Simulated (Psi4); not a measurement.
BFO, triplet, at a GFN2-xTB geometry (a higher spin typed on purpose: for a closed-shell molecule this is an excited state); BLYP/cc-pVDZ (Psi4).

Here is a job for Psi4.
```
memory 2 GB

molecule mol {
0 3
F    -0.996215    0.247246    0.117454
B     0.042679   -0.546825   -0.352135
O     1.094068    0.063613    0.087948
}

set {
  basis cc-pvdz
  reference uks
}

energy('blyp')
print_variables()
```

The log (banner, timings and long lists left out):

```
   => Loading Basis Set <=

    Name: CC-PVDZ
    Role: ORBITAL
    Keyword: BASIS

         ---------------------------------------------------------
                                   SCF
               by Justin Turney, Rob Parrish, Andy Simmonett
                          and Daniel G. A. Smith
                              UKS Reference
         ---------------------------------------------------------

  ==> Geometry <==

    Molecular point group: cs
    Full point group: Cs

    Geometry (in Angstrom), charge = 0, multiplicity = 3:

       Center              X                  Y                   Z               Mass
    ------------   -----------------  -----------------  -----------------  -----------------
         F            0.279772850028     0.976037506369     0.000000000000    18.998403162730
         B           -0.642003980098    -0.063525286655     0.000000000000    11.009305360000
         O            0.109583608422    -1.115591123396     0.000000000000    15.994914619570

  Running in cs symmetry.

  Rotational constants: A =      2.90819  B =      0.43820  C =      0.38082 [cm^-1]
  Rotational constants: A =  87185.24045  B =  13137.02280  C =  11416.75291 [MHz]
  Nuclear repulsion =   51.666297616838555

  Charge       = 0
  Multiplicity = 3
  Electrons    = 22
  Nalpha       = 12
  Nbeta        = 10

  ==> Algorithm <==

  SCF Algorithm Type is DF.
  DIIS enabled.
  MOM disabled.
  Fractional occupation disabled.
  Guess Type is SAD.
  Energy threshold   = 1.00e-06
  Density threshold  = 1.00e-06
  Integral threshold = 1.00e-12

  ==> Primary Basis <==

  Basis Set: CC-PVDZ
    Blend: CC-PVDZ
    Number of shells: 18
    Number of basis functions: 42
    Number of Cartesian functions: 45
    Spherical Harmonics?: true
    Max angular momentum: 2

  ==> DFT Potential <==

   => LibXC <=

    Version 7.1.2
    S. Lehtola, C. Steigemann, M. J. T. Oliveira, and M. A. L. Marques,  SoftwareX 7, 1–5 (2018) (10.1016/j.softx.2017.11.002)

   => Composite Functional: BLYP <=

    BLYP GGA Exchange-Correlation Functional

    P.J. Stephens et. al., J. Phys. Chem., 98, 11623-11627, 1994
    B. Miehlich et. al., Chem. Phys. Lett., 157(3), 200-206 1989

    Deriv               =              1
    GGA                 =           TRUE
    Meta                =          FALSE

    Exchange Hybrid     =          FALSE
    MP2 Hybrid          =          FALSE

   => Exchange Functionals <=

    1.0000     XC_GGA_X_B88

   => Correlation Functionals <=

    1.0000     XC_GGA_C_LYP

   => LibXC Density Thresholds  <==

    XC_GGA_C_LYP:  1.00E-14
    XC_GGA_X_B88:  1.00E-15

   => Molecular Quadrature <=

    Radial Scheme          =       TREUTLER
    Pruning Scheme         =           NONE
    Nuclear Scheme         =       TREUTLER

    Blocking Scheme        =         OCTREE
    BS radius alpha        =              1
    Pruning alpha          =              1
    Radial Points          =             75
    Spherical Points       =            302
    Total Points           =          65528
    Total Blocks           =            549
    Max Points             =            256
    Max Functions          =             42
    Weights Tolerance      =       1.00E-15

   => Loading Basis Set <=

    Name: (CC-PVDZ AUX)
    Role: JKFIT
    Keyword: DF_BASIS_SCF

  ==> Integral Setup <==

  SCF_SUBTYPE=INCORE selected. In-core MEM_DF algorithm will be used.
  Using in-core AOs.

  ==> MemDFJK: Density-Fitted J/K Matrices <==

    J tasked:                   Yes
    K tasked:                    No
    wK tasked:                   No
    Algorithm:                 Core
    Schwarz Cutoff:           1E-12
    Mask sparsity (%):       0.0000
    Fitting Condition:        1E-10

   => Auxiliary Basis Set <=

  Basis Set: (CC-PVDZ AUX)
    Blend: CC-PVDZ-JKFIT
    Number of shells: 72
    Number of basis functions: 210
    Number of Cartesian functions: 243
    Spherical Harmonics?: true
    Max angular momentum: 3

[...]

  SCF Guess: Superposition of Atomic Densities via on-the-fly atomic UHF (no occupation information).

   -------------------------
    Irrep   Nso     Nmo
   -------------------------
     A'        30      30
     A"        12      12
   -------------------------
    Total      42      42
   -------------------------

  ==> Iterations <==

                           Total Energy        Delta E     RMS |[F,P]|

   @DF-UKS iter SAD:  -199.38307841392731   -1.99383e+02   0.00000e+00
   @DF-UKS iter   1:  -199.68293545514626   -2.99857e-01   1.77323e-02 DIIS/ADIIS
   @DF-UKS iter   2:  -198.48510440328812    1.19783e+00   5.11485e-02 DIIS/ADIIS
   @DF-UKS iter   3:  -199.79220592801710   -1.30710e+00   8.52144e-03 DIIS/ADIIS
   @DF-UKS iter   4:  -199.82054693674772   -2.83410e-02   3.31799e-03 DIIS/ADIIS
   @DF-UKS iter   5:  -199.82325333860783   -2.70640e-03   2.19081e-03 DIIS/ADIIS
   @DF-UKS iter   6:  -199.82516501070862   -1.91167e-03   2.76653e-04 DIIS/ADIIS
   @DF-UKS iter   7:  -199.82520385015286   -3.88394e-05   2.50068e-05 DIIS
   @DF-UKS iter   8:  -199.82520425305833   -4.02905e-07   9.44157e-06 DIIS
   @DF-UKS iter   9:  -199.82520429541626   -4.23579e-08   2.16057e-06 DIIS
   @DF-UKS iter  10:  -199.82520429796963   -2.55338e-09   5.03881e-07 DIIS
  Energy and wave function converged.

  ==> Post-Iterations <==

   Electrons on quadrature grid:
      Nalpha   =   12.0000140163 ; deviation = 1.402e-05
      Nbeta    =   10.0000119649 ; deviation = 1.196e-05
      Ntotal   =   22.0000259812 ; deviation = 2.598e-05

   @Spin Contamination Metric:   2.242209969E-03
   @S^2 Expected:                2.000000000E+00
   @S^2 Observed:                2.002242210E+00
   @S   Expected:                1.000000000E+00
   @S   Observed:                1.000000000E+00

    Orbital Energies [Eh]
    ---------------------

    Alpha Occupied:

[...]
    Alpha Virtual:

[...]
    Beta Occupied:

[...]
       2App   -0.314673

    Beta Virtual:

[...]
    Final Occupation by Irrep:
             Ap   App
    DOCC [     8,    2 ]
    SOCC [     2,    0 ]
    NA   [    10,    2 ]
    NB   [     8,    2 ]

  @DF-UKS Final Energy:  -199.82520429796963

   => Energetics <=

    Nuclear Repulsion Energy =             51.6662976168385555
    One-Electron Energy =                -377.9091931107061555
    Two-Electron Energy =                 149.4632230243482525
    DFT Exchange-Correlation Energy =     -23.0455318284502937
    Empirical Dispersion Energy =           0.0000000000000000
    VV10 Nonlocal Energy =                  0.0000000000000000
    Total Energy =                       -199.8252042979696341

  UHF NO Occupations:
  HONO-2 :    8 Ap 1.9995910
  HONO-1 :    9 Ap 1.0000000
  HONO-0 :   10 Ap 1.0000000
  LUNO+0 :   11 Ap 0.0004090
  LUNO+1 :   12 Ap 0.0003043
  LUNO+2 :   13 Ap 0.0001632
  LUNO+3 :    3App 0.0001327

Computation Completed

Properties will be evaluated at   0.000000,   0.000000,   0.000000 [a0]

Properties computed using the SCF density matrix

 Multipole Moments:

 ------------------------------------------------------------------------------------
     Multipole            Electronic (a.u.)      Nuclear  (a.u.)        Total (a.u.)
 ------------------------------------------------------------------------------------

 L = 1.  Multiply by 2.5417464519 to convert [e a0] to [Debye]
 Dipole X            :         -0.5897610            0.3488522           -0.2409088
 Dipole Y            :          0.9011761           -0.8655283            0.0356477
 Dipole Z            :          0.0000000            0.0000000            0.0000000
 Magnitude           :                                                    0.2435319

 ------------------------------------------------------------------------------------

  Variable Map:
  ----------------------------------------------------------------------------
[...]
  Array Variable Map:
  ----------------------------------------------------------------------------
[...]
[...]
```
